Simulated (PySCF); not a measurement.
## Telling isomers of C7H6O3 apart by NMR

Method: coordinates at the GFN2-xTB level, PBE0/pcSseg-1 with gauge-including orbitals, in PySCF 2.14 (a single conformation, one averaged value for each set of equivalent atoms, relativity neglected, no solvent model).

Chemical shifts δ = σref − σ; TMS for ¹H and ¹³C, all at this level. Where no couplings were computed, multiplicities follow the n + 1 count of equivalent neighbours, and m marks all less simple cases (inequivalent or close neighbours, rings, F or P nearby). Acid and N–H amide carbonyl carbons lie up to 10 ppm further downfield in solution (hydrogen bonding). Shifts are as computed. Against solution values, carbons near 30 ppm lie about +3 ppm off and those near 130 ppm about +5 ppm. Of 1211 compounds with measured shifts, 218 miss one by over three times the rms of a fit or turn the order of signals round; such compounds aren't used in these exercises. OH and NH positions are gas-phase values without hydrogen bonding to other molecules.

(1) Tabulate the signals of `O=C1CO[C@H]1c1ccco1`, `CC#C/C=C(/C=O)C(=O)O` and their relative energies.

(2) What is the quickest way to tell O=C1CO[C@H]1c1ccco1 from CC#C/C=C(/C=O)C(=O)O?

Answers

(1) 
```json
{"SMILES": "O=C1CO[C@H]1c1ccco1", "carbon types": "2×C 4×CH 1×CH2", "δC": "209.1, 156.4, 147.1, 118.8, 118.1, 101.2, 92.4", "δH": "7.51 (m, 1H), 6.86 (m, 1H), 6.80 (m, 1H), 6.39 (s, 1H), 5.60 (m, 1H), 5.56 (m, 1H)", "E rel. (kcal/mol)": "2.6"}
{"SMILES": "CC#C/C=C(/C=O)C(=O)O", "carbon types": "4×C 2×CH 1×CH3", "δC": "193.2, 168.6, 147.8, 145.2, 137.8, 89.0, 8.6", "δH": "10.38 (s, 1H), 7.61 (s, 1H), 6.26 (br s, 1H), 2.63 (s, 3H)", "E rel. (kcal/mol)": "0.0"}
```

Energies are electronic energies at PBE0/pcSseg-1 on these geometries, without zero-point or thermal terms, each for the one conformer computed, which needn't be the lowest.

(2) Both give the same number of carbon signals, but DEPT or the intensities differ. The first has an sp3 CH2 bonded to O, α to a carbonyl at 92.4 ppm, the second an alkyne carbon (C) at 89.0 ppm. Their most deshielded carbons lie at 209.1 and 193.2 ppm. In the proton spectra the most deshielded non-exchanging signals are 7.51 (m, 1H) and 10.38 (s, 1H).
